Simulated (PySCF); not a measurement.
An excited-state job on `[SiH3][GeH2]/[CH]=C\CCl`.

Method: TDDFT CAM-B3LYP/def2-SVPD, vertical, gas phase, core orbitals frozen in the response (PySCF 2.14.0, density-fitted response routines). Geometry: GFN2-xTB. The input is one job of a driver script: a line of settings, then coordinates in Å.

Command:
```bash
OMP_NUM_THREADS=1 python probes_run.py task.json out
```

Input:
```
{"job": {"kind": "uv", "xc": "CAM-B3LYP", "basis": "def2-SVPD", "nstates": 8, "ntriplets": 3}, "charge": 0, "multiplicity": 1}
Si     2.464944     0.590795    -0.301528
Ge     0.916782    -0.826078     0.736695
C     -0.743326    -1.228379    -0.236842
C     -1.809128    -0.479528    -0.469912
C     -2.056275     0.924424    -0.029575
Cl    -0.607053     1.706115     0.619937
H      3.756246    -0.081587    -0.441832
H      1.988623     0.956741    -1.636675
H      2.662945     1.814480     0.473190
H      0.561601    -0.512693     2.172539
H      1.487565    -2.233914     0.891767
H     -0.763963    -2.229481    -0.650664
H     -2.648911    -0.873401    -1.036190
H     -2.399626     1.531156    -0.869942
H     -2.814836     0.949340     0.757119
```

Output:
```
coarse grid: 57936 points
cycle   1  E = -2945.8349552381  dE = -1.143e-01  |g| = 4.794e-01  |ddm| = 5.405e+00
cycle   2  E = -2945.8428944413  dE = -7.939e-03  |g| = 4.803e-01  |ddm| = 1.873e+00
cycle   3  E = -2945.8790972829  dE = -3.620e-02  |g| = 4.792e-02  |ddm| = 1.082e+00
cycle   4  E = -2945.8794985718  dE = -4.013e-04  |g| = 3.519e-02  |ddm| = 1.288e-01
cycle   5  E = -2945.8797919959  dE = -2.934e-04  |g| = 4.862e-03  |ddm| = 6.172e-02
cycle   6  E = -2945.8797987767  dE = -6.781e-06  |g| = 1.006e-03  |ddm| = 1.309e-02
final grid: 118688 points
cycle   7  E = -2945.8797570196  dE = -2.588e-07  |g| = 7.822e-04  |ddm| = 6.476e-03
cycle   8  E = -2945.8797570325  dE = -1.285e-08  |g| = 7.990e-04  |ddm| = 2.558e-03
cycle   9  E = -2945.8797571727  dE = -1.402e-07  |g| = 1.073e-04  |ddm| = 1.217e-03
cycle  10  E = -2945.8797571760  dE = -3.319e-09  |g| = 3.206e-05  |ddm| = 2.074e-04
cycle  11  E = -2945.8797571764  dE = -3.802e-10  |g| = 1.195e-05  |ddm| = 1.211e-04
converged SCF energy = -2945.8797571764

Static polarisability (au): isotropic 109.368, principal 90.322 108.000 129.782

Singlet excitations
state   eV       nm        f      main configurations
  1   6.4392    192.5   0.18049   H->L 0.78, H-2->L 0.09
  2   6.7585    183.4   0.06127   H-2->L 0.36, H-1->L 0.21, H->L 0.14
  3   6.8489    181.0   0.00766   H-1->L 0.49, H-2->L 0.28, H->L+1 0.08
  4   6.9841    177.5   0.01693   H->L+1 0.52, H-1->L 0.17, H->L+2 0.13
  5   7.0772    175.2   0.01075   H->L+2 0.51, H->L+1 0.23
  6   7.2250    171.6   0.00495   H->L+3 0.32, H->L+4 0.20, H-1->L+2 0.18
  7   7.3834    167.9   0.04635   H->L+4 0.27, H-1->L+2 0.22, H-1->L+1 0.21
  8   7.5116    165.1   0.14169   H->L+3 0.20, H-1->L+3 0.18, H-1->L+1 0.10

Triplet excitations (Tamm-Dancoff, eV): 4.2827 6.1069 6.3771
```

The SCF starts on a coarse grid where the log names one; the energy can jump when the final grid takes over, and dE then counts from the start density on the new grid. H and L stand for HOMO and LUMO; the number after each pair is its weight.

**Question.** Give the mean polarisability as a volume in Å³, and the ratio of the largest to the smallest principal value.

**Answer.** 109.368 au × 0.148185 = 16.21 Å³; 129.782/90.322 = 1.44.

**Question.** Which computed singlet has the largest oscillator strength, and what do all of them sum to?

**Answer.** State 1 at 6.44 eV (193 nm), f = 0.180; the 8 states sum to 0.470.

In short: HOMO -8.81 eV, LUMO 0.55 eV; lowest singlet 6.44 eV; lowest triplet 4.28 eV (Tamm–Dancoff); mean polarisability 109.4 au.

 The CAM-B3LYP/def2-SVPD calculation is non-relativistic and has no spin–orbit coupling, an omission that weighs most on germanium.

**Question.** How long does this job take on one thread, Arm Neoverse N1 (aarch64), no GPU, on a shared host? And the peak memory of the process?

**Answer.** About 1.8 min, with 1.0 GiB resident at the peak, the Python interpreter and its libraries included.

One conformer stands for the species.
Labels such as C1 count atoms from 1, the log's own numbers from 0.
